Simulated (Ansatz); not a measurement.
`[NH2][Ti]([Cl])([Cl])[Cl]` + H₂O → `[NH2][Ti]([OH])([Cl])[Cl]` + HCl at 600 K and 1 bar (formal hydrolysis of a Ti–Cl bond).

Gas-phase electronic energies from Ansatz, PBE0-D4/def2-TZVP geometries. CCSD(T)/CBS adds triple-zeta CCSD(T) − MP2 to the extrapolated MP2 energy (def2 sets, frozen cores). This one scheme is used for every species. For Ti outer-core shells are correlated without core-valence functions, which leaves a few kJ/mol of doubt a bond. Scalar relativity is left out up to krypton. One conformer a species, not always the lowest.

| species | CCSD(T)/CBS energy (Eh) | H − E (kJ/mol) | S (J/(mol·K)) |
| --- | --- | --- | --- |
| `[NH2][Ti]([Cl])([Cl])[Cl]` | -2284.39597 | 136.6 | 476.6 |
| H₂O | -76.37941 | 76.8 | 212.8 |
| `[NH2][Ti]([OH])([Cl])[Cl]` | -1900.38547 | 171.9 | 481.7 |
| HCl | -460.38127 | 35.4 | 207.2 |

H − E and S are ideal-gas, rigid-rotor, harmonic terms from PBE0-D4/def2-TZVP, for one conformer and one mirror image of each species. 1 Eh = 2625.50 kJ/mol, R = 8.31446 J/(mol·K).

Task: By hand: ΔE, ΔH, ΔS and ΔG.

Result: ΔE = (-1900.38547) + (-460.38127) − (-2284.39597) − (-76.37941) = 0.00864 Eh = 22.7 kJ/mol. Δ(H − E) = 171.9 + 35.4 − 136.6 − 76.8 = -6.1, so ΔH = 16.6 kJ/mol. ΔS = 481.7 + 207.2 − 476.6 − 212.8 = -0.5 J/(mol·K). ΔG = 16.6 − 600 × (-0.5)/1000 = 16.9 kJ/mol.

Task: By hand: the equilibrium constant, and the temperature at which ΔG would vanish if ΔH and ΔS stayed fixed.

Result: log₁₀ K = −ΔG/(RT ln 10) = -1.5. ΔH and −TΔS have one sign here, so there is no such temperature.

The number of gas molecules stays the same, so ΔS is small and ΔH decides. A doubt of 5 kJ/mol in ΔE shifts log₁₀ K by 0.4 here. Other conformers and mirror images would add mixing entropy, several J/(mol·K) or more a flexible species. Modes under 60 cm⁻¹, often nearly free rotors, make the harmonic entropy too high. These are equilibria of isolated gas molecules and say nothing of rates. Largest T1 diagnostic: 0.025 (customary marks: 0.02 for closed shells, 0.045 for open ones).

ΔS is within the doubt of such terms, so its sign, and with it that verdict, could turn.
